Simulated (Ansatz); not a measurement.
Consider the isomerisation: `OC(Cl)C[SiH3]` → `CO[SiH](C)Cl`.

Isolated molecules relaxed with PBE0-D4/def2-TZVP in Ansatz; ΔE leaves out vibrations. CCSD(T)/CBS adds triple-zeta CCSD(T) − MP2 to the extrapolated MP2 energy (def2 sets, frozen cores). Functionals use def2-TZVPP. One conformer a species, not always the lowest.

`OC(Cl)C[SiH3]`:

```xyz
12

O     0.979   -1.890   -0.931
C     0.064   -1.094   -0.280
Cl   -0.137   -1.642    1.456
C     0.526    0.335   -0.315
Si   -0.592    1.561    0.580
H     0.652   -2.795   -0.952
H    -0.945   -1.208   -0.686
H     0.596    0.629   -1.368
H     1.538    0.388    0.098
H    -0.373    1.545    2.046
H    -2.016    1.246    0.287
H    -0.291    2.924    0.065
```

`CO[SiH](C)Cl`:

```xyz
12

C    -1.580   -0.510    0.930
O    -1.196    0.531    0.061
Si    0.095    0.503   -0.935
C     1.705    0.321   -0.035
Cl   -0.074   -1.095   -2.236
H    -1.786   -1.432    0.376
H    -0.807   -0.714    1.679
H    -2.490   -0.201    1.447
H     0.011    1.743   -1.732
H     1.749   -0.625    0.509
H     1.837    1.140    0.677
H     2.537    0.340   -0.743
```

Problem. Is it downhill or uphill in electronic energy at CCSD(T)/CBS, and by how much? (Best estimate.)

Solution. Computed: Downhill: ΔE = -67.6 kcal/mol.

Problem. What do these levels give: LDA (SPW92), ωB97M-V, BLYP, MP2/def2-TZVPP, CCSD(T)/def2-TZVPP, MP2/def2-QZVPP? (Estimate.)

Solution. Ansatz gave: LDA (SPW92) -60.7, ωB97M-V -67.4, BLYP -66.0, MP2/def2-TZVPP -68.6, CCSD(T)/def2-TZVPP -66.7, MP2/def2-QZVPP -69.3 kcal/mol.

Largest T1 diagnostic among the species: 0.011.

Leaving LDA and LC-ωPBE aside and taking each functional with its dispersion term where it has one, the values, not all of them listed here, spread over 8.4 kcal/mol, from BHLYP-D4 to revPBE-D4. LDA lies +2.2 kcal/mol from PBE without D4. From r2SCAN to r2SCAN0 (25 % exact exchange), in def2-TZVPP and without D4, ΔE moves by −1.2 kcal/mol. At CCSD(T), def2-SVP lies +7.2 kcal/mol from the extrapolated value and def2-TZVPP +0.9 kcal/mol.
